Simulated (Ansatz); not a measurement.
Z-matrix (Å, degrees):
```
Si
O 1 1.7384
C 2 1.3515 1 97.28
H 3 1.0894 2 113.49 1 -161.89
H 1 1.4775 2 107.05 3 99.53
H 1 1.4811 5 108.75 2 -118.34
Si 3 1.8155 4 135.35 2 170.44
H 7 1.4898 3 110.59 4 50.91
```
Charge +1, spin multiplicity 2.

Method: frozen-core CCSD(T)/cc-pVTZ // B3LYP-D3(BJ)/def2-TZVP run with Ansatz (a program for electronic structure). The geometry is that of the parent before the electron was removed.

```
Property                       Result
----------------------  -------------
HF energy               -692.66129 Ha
MP2 correlation energy    -0.58427 Ha
```

Estimate the CCSD correlation energy, the (T) correction, the total energy and the T1 diagnostic.


```json
{
  "CCSD correlation energy": "-0.62327 Ha",
  "(T) correction": "-0.02921 Ha",
  "CCSD(T) total energy": "-693.31377 Ha",
  "T1 diagnostic": "0.027"
}
```
